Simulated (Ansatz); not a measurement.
A run on AlCl3H2Se, SMILES `[Cl][Al-]([Cl])([Cl])[SeH2+]` with other settings.

```yaml
crystal:
  periodic: [false, false, false]
  atoms:
    - {symbol: Cl, position_ang: [-0.313746, -1.460183, 2.527451]}
    - {symbol: Al, position_ang: [0.065013, -1.057540, 0.530539]}
    - {symbol: Cl, position_ang: [2.157168, -1.910576, 0.115835]}
    - {symbol: Cl, position_ang: [-1.265788, -1.166993, -1.421844]}
    - {symbol: Se, position_ang: [0.283069, 1.587824, -0.092910]}
    - {symbol: H, position_ang: [-0.906857, 1.831896, 0.006685]}
    - {symbol: H, position_ang: [0.484906, 1.690624, -1.467672]}
basis:
  gaussian: {orbitals: cc-pVDZ}
hamiltonian: {xc: {name: revPBE0}, dispersion: d3bjatm, pseudopotentials: {relativity: scalar}}
scf: {lower_state_search: full}
output: {forces: true}
```

```sh
$ ansatz run in.yaml --threads 4 --pin off --events-out ev --progress --plain --max-ram 10444MiB
```

It prints (some lines left out):

```
Functional definition: revPBE0
1173 factors; integrals over basis functions are off by at most 1.1e-3 eV
mean field evaluation 1: about -110245.7575 eV, gradient 2.2e1 eV
mean field evaluation 2: about -110245.8228 eV, gradient 2.2e1 eV
mean field evaluation 4: about -110247.3771 eV, gradient 3.1e0 eV
mean field evaluation 8: about -110247.4072 eV, gradient 9.8e-2 eV
mean field evaluation 16: about -110247.4072 eV, gradient 6.2e-5 eV
mean field -110247.40721560 eV, -4051.5174867967 hartree, gradient 6.2e-5 eV, S^2 0.000000; 0 other end points of the search recorded, 0 dependent functions left out
reference -110247.40725154 eV, -4051.5174881175 hartree; 50, 50 occupied and 59, 59 virtual orbitals, 1173 factors
Total energy: -110247.91537125 eV, -4051.5361611725 hartree
Relativity: scalar
Atom 0 at    -0.313746    -1.460183     2.527451 Å, force    -0.568564     0.229568     0.579487 eV/Å
Atom 1 at     0.065013    -1.057540     0.530539 Å, force     1.143461    -0.675731    -3.222131 eV/Å
Atom 2 at     2.157168    -1.910576     0.115835 Å, force    -1.583024     0.861990     0.138165 eV/Å
Atom 3 at    -1.265788    -1.166993    -1.421844 Å, force     0.863931    -0.156442     1.846411 eV/Å
Atom 4 at     0.283069     1.587824    -0.092910 Å, force    10.573153    -2.132847     2.300795 eV/Å
Atom 5 at    -0.906857     1.831896     0.006685 Å, force   -10.214695     2.080229     0.289264 eV/Å
Atom 6 at     0.484906     1.690624    -1.467672 Å, force    -0.214261    -0.206766    -1.931991 eV/Å
Dipole moment:    -0.258863     1.195767    -0.018543 e Å
```

Hardware: 4 threads of an Intel Xeon on a shared host. Wall time 6 s, peak host memory 0.46 GiB.
